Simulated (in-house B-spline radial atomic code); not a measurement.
# Binding energies in K

NIST's tabulated ground configuration is [Ar] 4s1; each binding energy is the energy of the ion with one electron taken from that subshell, relaxed, less that of the parent. Method: Dirac-Hartree-Fock, average of configuration, Fermi nucleus of rms radius 3.4349 fm. Calculated with a radial B-spline atomic code at the basis-set limit. Energies include first-order Breit, QED and recoil terms.

```
subshell  X-ray name  binding energy (eV)  -ε (eV)  relaxation (eV)
   2p1/2          L2                303.1    315.6             12.3
   2p3/2          L3                300.3    312.6             12.2
   3p1/2          M2                23.97    26.14             2.16
   3p3/2          M3                 23.7    25.84             2.14
      4s          N1                 4.02     4.03             0.01
```

Relaxation = -ε minus the binding energy without Breit, QED and recoil terms.

Q: What does it cost to remove both a 2p1/2 and a 4s electron?

A: 314.27 eV, which is 7.125 eV more than the two single binding energies together.

Q: What does it cost to remove two 3p1/2 electrons?

A: 62.22 eV, which is 14.28 eV more than the two single binding energies together.

Q: What does it cost to remove both a 2p3/2 and a 2p1/2 electron?

A: 649.71 eV, which is 46.25 eV more than the two single binding energies together.
